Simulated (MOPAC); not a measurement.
Job for MOPAC: AM1 on AlO, 2S+1 = 2, a point of a bond scan (R = 2.441 Å).

```
AM1 1SCF PRECISE CHARGE=0 UHF MS=0.5 THREADS=1
AlO

Al    -0.00000000 1    -0.00000000 1    -0.61996312 1
O      0.00000000 1     0.00000000 1     1.82114168 1
```

Output:

```
*******************************************************************************
 **                                                                           **
 **                              MOPAC v23.2.5                                **
 **                                                                           **
 *******************************************************************************
 ** MOPAC's Digital Object Identifier: https://doi.org/10.5281/zenodo.6511958 **
 **                                                                           **
 ** Please cite the open-source release paper for use of this MOPAC version:  **
 ** J. E. Moussa and J. J. P. Stewart (2026)                                  **
 ** MOPAC: An open-source semiempirical molecular orbital program             **
 ** J. Open Source Softw., 11(119), 8025, https://doi.org/10.21105/joss.08025 **
 *******************************************************************************

                              AM1 CALCULATION RESULTS

 *******************************************************************************
 *  AM1        - The AM1 Hamiltonian to be used
 *  UHF        - UNRESTRICTED HARTREE-FOCK CALCULATION
 *
 *
 *
 *                 CHARGE ON SYSTEM = 0
 *
 *
 *
 *  MS=        - IN MECI, MAGNETIC COMPONENT OF SPIN =  0.5
 *  PRECISE    - TIGHTER CRITERIA TO BE USED
 *  1SCF       - DO 1 SCF AND THEN STOP
 *  THREADS=1  - MULTI-THREADING NOT USED
 *  T=         - A TIME OF 172800.0 SECONDS REQUESTED
 *  DUMP=N     - RESTART FILE WRITTEN EVERY 7200.0 SECONDS REQUESTED
 *******************************************************************************
AM1 1SCF PRECISE CHARGE=0 UHF MS=0.5 THREADS=1
 AlO

   ATOM   CHEMICAL          X               Y               Z
  NUMBER   SYMBOL      (ANGSTROMS)     (ANGSTROMS)     (ANGSTROMS)

     1      Al         -0.00000000  *  -0.00000000  *  -0.61996312  *
     2       O          0.00000000  *   0.00000000  *   1.82114168  *



          CARTESIAN COORDINATES

    NO.       ATOM           X           Y           Z

     1        Al         -0.0000     -0.0000     -0.6200
     2         O          0.0000      0.0000      1.8211

  O: (AM1): M.J.S. DEWAR ET AL, J. AM. CHEM. SOC. 107 3902-3909 (1985)
 Al: (AM1): M. J. S. Dewar, A. J. Holder, Organometallics, 9, 508-511 (1990).

           Empirical Formula: O Al  =     2 atoms



      MOLECULAR POINT GROUP   :   C*v


          UHF CALCULATION, NO. OF ALPHA ELECTRONS =    5
                           NO. OF BETA  ELECTRONS =    4

 -------------------------------------------------------------------------------
 AM1 1SCF PRECISE CHARGE=0 UHF MS=0.5 THREADS=1
 AlO



     1SCF WAS SPECIFIED, SO BFGS WAS NOT USED
     SCF FIELD WAS ACHIEVED


                              AM1 CALCULATION
                                                       MOPAC v23.2.5 Linux




          FINAL HEAT OF FORMATION =        108.74294 KCAL/MOL =     454.98045 KJ/MOL


          COSMO AREA              =         88.01 SQUARE ANGSTROMS
          COSMO VOLUME            =         72.56 CUBIC ANGSTROMS

          IONIZATION POTENTIAL    =          8.448794 EV
          ALPHA SOMO LUMO (EV)    =         -9.223 -0.861
          BETA  SOMO LUMO (EV)    =         -8.449 -1.101
          NO. OF ALPHA ELECTRONS  =          5
          NO. OF BETA  ELECTRONS  =          4
          MOLECULAR WEIGHT        =         42.9809         POINT GROUP:  C*v

          MOLECULAR DIMENSIONS (Angstroms)

            Atom       Atom       Distance
            O     2   Al     1     2.44110
            O     2   Al     1     0.00000
           Al     1    O     2     0.00000


          SCF CALCULATIONS        =          1





   ATOM   CHEMICAL          X               Y               Z
  NUMBER   SYMBOL      (ANGSTROMS)     (ANGSTROMS)     (ANGSTROMS)

     1      Al         -0.00000000  *  -0.00000000  *  -0.61996312  *
     2       O          0.00000000  *   0.00000000  *   1.82114168  *

                             CARTESIAN COORDINATES

   1   Al       -0.000000000    -0.000000000    -0.619963120
   2    O        0.000000000     0.000000000     1.821141680


           Empirical Formula: O Al  =     2 atoms



      MOLECULAR POINT GROUP   :   C*v


          ALPHA EIGENVALUES
 -29.77651 -11.93326  -9.77530  -9.22311  -9.22311  -0.86093  -0.86093   0.79687


           BETA EIGENVALUES
 -26.47182 -10.93462  -8.44879  -8.44879  -1.10099  -0.81860  -0.81860   4.17044


              NET ATOMIC CHARGES AND DIPOLE CONTRIBUTIONS

  ATOM NO.   TYPE          CHARGE      No. of ELECS.   s-Pop       p-Pop
    1         Al           0.681420        2.3186     1.94171     0.37687
    2          O          -0.681420        6.6814     1.97831     4.70311
 DIPOLE           X         Y         Z       TOTAL
 POINT-CHG.     0.000     0.000    -7.990     7.990
 HYBRID         0.000    -0.000     1.815     1.815
 SUM            0.000    -0.000    -6.175     6.175


          ATOMIC ORBITAL ELECTRON POPULATIONS

     Atom    s        px        py        pz
    1 Al   1.94171   0.06590   0.06590   0.24507
    2  O   1.97831   1.93410   1.93410   0.83491


                    (SZ)    =    0.500000
                    (S**2)  =    0.764308


          ATOMIC ORBITAL SPIN POPULATIONS

    Atom   Total    s     px     py     pz
         Atomic
    1 Al  0.1543 -0.029 -0.015 -0.015  0.212
    2  O  0.8457  0.005  0.015  0.015  0.812

 **********************
 *                    *
 * JOB ENDED NORMALLY *
 *                    *
 **********************




 == MOPAC DONE ==
```

The run finished.

Cost: around 0.05 core-seconds (rough).
